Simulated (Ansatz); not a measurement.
Start from `FC[SiH2][NH][AlH2]` and change one atom or group to get `F[SiH2][NH][AlH2]`.

Ansatz, PBE0-D4/def2-TZVP geometries, multiplicity 1. Each molecule was computed in one conformer, which needn't be the lowest.

| property | `FC[SiH2][NH][AlH2]` |
| --- | --- |
| HOMO energy (PBE0/def2-TZVPP) / eV | -7.09 |
| size of the dipole moment (PBE/def2-TZVPP) / D | 2.59 |
| LUMO energy (PBE0/def2-TZVPP) / eV | -0.45 |
| HOMO energy (ωB97M-V/def2-TZVPP) / eV | -9.35 |
| HOMO energy (PBE/def2-TZVPP) / eV | -5.81 |
| LUMO energy (PBE/def2-TZVPP) / eV | -1.47 |

Task: Give the same properties after the change, and the shifts. (Best estimate.)

Result: Computed: 
```tsv
property	`F[SiH2][NH][AlH2]`	shift
HOMO energy (PBE0/def2-TZVPP) / eV	-8.46	-1.37
size of the dipole moment (PBE/def2-TZVPP) / D	1.67	-0.92
LUMO energy (PBE0/def2-TZVPP) / eV	-1.14	-0.69
HOMO energy (ωB97M-V/def2-TZVPP) / eV	-10.82	-1.47
HOMO energy (PBE/def2-TZVPP) / eV	-7.12	-1.31
LUMO energy (PBE/def2-TZVPP) / eV	-1.91	-0.44
```

With PBE0 the HOMO falls by 1.37 eV and the LUMO falls by 0.69 eV, so the gap widens by about 0.68 eV. PBE moves the HOMO by -1.31 eV and ωB97M-V by -1.47 eV. Dipoles are sizes alone; their direction can turn.
